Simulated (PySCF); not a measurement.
Two-component Hartree-Fock for Sr²⁺ (strontium, charge +2)

Start: [Kr]. Calculated with PySCF 2.14 in x2c-TZVPall-2c: generalised Hartree-Fock with the X2C-1e Hamiltonian and a Gaussian nucleus; one run each with spin-orbit coupling (SO) switched off, then screened by Boettger's factors.

```tsv
spinor shell	electrons	ε, spin-free (eV)	ε, screened SO (eV)	weight of nominal j (screened SO)	rms radius, screened SO (bohr)
1s1/2	2	-16211.2	-16210.6	1.000	0.0451
2s1/2	2	-2275.1	-2274.9	1.000	0.187
2p1/2	2	-2017.3	-2064.5	1.000	0.164
3s1/2	2	-393.23	-393.19	1.000	0.524
3p1/2	2	-307.49	-315.06	1.000	0.528
3p3/2	4	-307.49	-303.89	1.000	0.539
3d3/2	4	-165.62	-166.75	1.000	0.545
3d5/2	6	-165.62	-164.82	1.000	0.548
4s1/2	2	-66.258	-66.250	1.000	1.45
4p1/2	2	-43.073	-43.952	1.000	1.64
4p3/2	4	-43.073	-42.652	1.000	1.68
```

Task: Where does 2p3/2 lie, and what is the 2p spin-orbit splitting (screened SO)?

Result: At -1994.9 eV, 69.521 eV above 2p1/2.

```json
{"quantity": "E (hartree)", "spin-free": "-3176.63368", "screened SO": "-3176.88221"}
{"quantity": "M_J", "spin-free": "0", "screened SO": "0"}
{"quantity": "⟨J²⟩", "spin-free": "0.000", "screened SO": "0.000"}
{"quantity": "⟨L²⟩", "spin-free": "0.000", "screened SO": "0.006"}
{"quantity": "⟨S²⟩", "spin-free": "0.000", "screened SO": "0.006"}
```

Breit and QED terms are absent; they matter most for the inner s and p1/2 levels.

Densities and radii are taken from the X2C orbitals without a picture-change correction, which distorts them close to the nucleus.

Without spin-orbit coupling the j labels of p, d and f shells carry no meaning; the spin-free column gives the mean over the occupied spinors of each nl shell.
